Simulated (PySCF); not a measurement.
Mg(I)(OSiH3) (H3IMgOSi), SMILES [O]([Mg][I])[SiH3].

Geometry: PBE-D3(BJ)/def2-SVP. The structure was generated by enumeration; whether it is a known compound was not checked. The def2 effective core potentials stand for the cores of I; spin–orbit coupling is left out. One conformer was computed; it need not be the lowest.

All values below come from PBE-D3(BJ)/def2-SVP (PySCF).

Frequencies are harmonic and unscaled.

Modes within 1.5 cm⁻¹ of each other (mostly degenerate sets) share a row, with their intensities summed.

```json
[
 {"mode": "1–2", "ν (cm⁻¹)": "47", "IR (km/mol)": "2.1", "moving atoms (share of kinetic energy)": "O 34 %, Mg 30 %, Si 18 %, H 13 %"},
 {"mode": "3–4", "ν (cm⁻¹)": "131", "IR (km/mol)": "85.6", "moving atoms (share of kinetic energy)": "Mg 55 %, O 40 %"},
 {"mode": "5", "ν (cm⁻¹)": "200", "IR (km/mol)": "3.7", "moving atoms (share of kinetic energy)": "Si 36 %, I 35 %, O 15 %, Mg 10 %"},
 {"mode": "6", "ν (cm⁻¹)": "564", "IR (km/mol)": "42.0", "moving atoms (share of kinetic energy)": "Mg 71 %, Si 24 %"},
 {"mode": "7–8", "ν (cm⁻¹)": "706", "IR (km/mol)": "101.0", "moving atoms (share of kinetic energy)": "H 83 %, Si 10 %"},
 {"mode": "9–10", "ν (cm⁻¹)": "920", "IR (km/mol)": "143.8", "moving atoms (share of kinetic energy)": "H 96 %"},
 {"mode": "11", "ν (cm⁻¹)": "969", "IR (km/mol)": "391.6", "moving atoms (share of kinetic energy)": "H 89 %, Si 11 %"},
 {"mode": "12", "ν (cm⁻¹)": "1050", "IR (km/mol)": "482.7", "moving atoms (share of kinetic energy)": "O 76 %, Si 14 %"},
 {"mode": "13–14", "ν (cm⁻¹)": "2133", "IR (km/mol)": "347.9", "moving atoms (share of kinetic energy)": "H 96 %"},
 {"mode": "15", "ν (cm⁻¹)": "2138", "IR (km/mol)": "127.3", "moving atoms (share of kinetic energy)": "H 99 %"}
]
```
